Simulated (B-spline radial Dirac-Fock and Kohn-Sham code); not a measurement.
# Neutral indium: differential elastic cross section for electrons at 827 eV

Method: relativistic (Dirac) partial waves in the static field of the Dirac-Fock atom with Furness-McCarthy exchange, without polarisation or absorption potentials. Computed with a B-spline atomic structure program.

```tsv
θ (°)	dσ/dΩ (Å²/sr)	Sherman function
5	19.0	0.000
10	5.33	0.000
15	1.84	-0.001
20	0.768	-0.003
25	0.392	-0.002
30	0.247	0.002
35	0.178	0.008
40	0.136	0.015
45	0.106	0.020
50	0.0829	0.019
55	0.0643	0.012
60	0.0492	-0.002
65	0.0376	-0.025
70	0.0297	-0.051
75	0.0259	-0.067
80	0.0259	-0.061
85	0.0286	-0.038
90	0.0323	-0.012
95	0.0351	0.012
100	0.0353	0.033
105	0.0321	0.053
110	0.0255	0.076
115	0.0166	0.110
120	0.00787	0.174
125	0.00207	0.291
130	0.00225	-0.170
135	0.0110	-0.133
140	0.0298	-0.084
145	0.0589	-0.057
150	0.0968	-0.041
155	0.140	-0.030
160	0.186	-0.021
165	0.228	-0.015
170	0.262	-0.009
175	0.284	-0.005
```

The total elastic cross section is 2.77 Å², the first transport cross section 0.674 Å² and the second, weighted with (3/2) sin²θ, 0.603 Å². The mean deflection is ⟨1 − cos θ⟩ = 0.244, and 10 % of the collisions scatter beyond 90°.

On this grid of angles the cross section has minima near 80°, 125°, from interference among the few low partial waves with large phase shifts.

Phase shifts modulo π (rad) for κ = −1 to −5: -1.358, -0.069, 1.231, -0.365, -1.366.
